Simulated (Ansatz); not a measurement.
Computed with Ansatz on PBE0-D4/def2-TZVP structures; ΔE is electronic, products minus reactants. CCSD(T)/CBS is the MP2 limit (def2-TZVPP, def2-QZVPP) plus CCSD(T) − MP2 in def2-TZVPP, frozen cores. This one scheme is used for every species. Functionals use def2-TZVPP. B3LYP here is the variant with VWN-RPA as its local correlation; programs differ in this. One conformer a species, not always the lowest.

Consider the formal hydrolysis of the Si–C bond: `N[SiH2]C#C[SiH](N)O` + H₂O → `N[SiH](O)O` + `C#C[SiH2]N`.

(1) Is it downhill or uphill in electronic energy at CCSD(T)/CBS, and by how much? (Best estimate.)

(2) What do these levels give: PBE-D4, PBE0-D4, B3LYP-D4, ωB97M-V, PBE, r2SCAN, PBE0, B3LYP, HF/def2-TZVPP, MP2/def2-TZVPP, MP2/def2-QZVPP, HF/CBS(def2)? (Estimate.)

Largest T1 diagnostic among the species: 0.012.

## Answers

(1) Ansatz gave: Downhill: ΔE = -68.8 kJ/mol.

(2) The calculation gave: PBE-D4 -61.2, PBE0-D4 -64.3, B3LYP-D4 -69.6, ωB97M-V -73.3, PBE -64.6, r2SCAN -72.2, PBE0 -67.6, B3LYP -74.7, HF/def2-TZVPP -83.9, MP2/def2-TZVPP -68.4, MP2/def2-QZVPP -67.4, HF/CBS(def2) -84.4 kJ/mol.

From PBE to PBE0 (25 % exact exchange), in def2-TZVPP and without D4, ΔE moves by −3.0 kJ/mol. The D4 term adds +5.1 kJ/mol with B3LYP and +3.3 kJ/mol with PBE0; it sums over pairs of atoms, weighted by their polarisabilities, and B3LYP, whose exchange is more repulsive, gets the larger term.
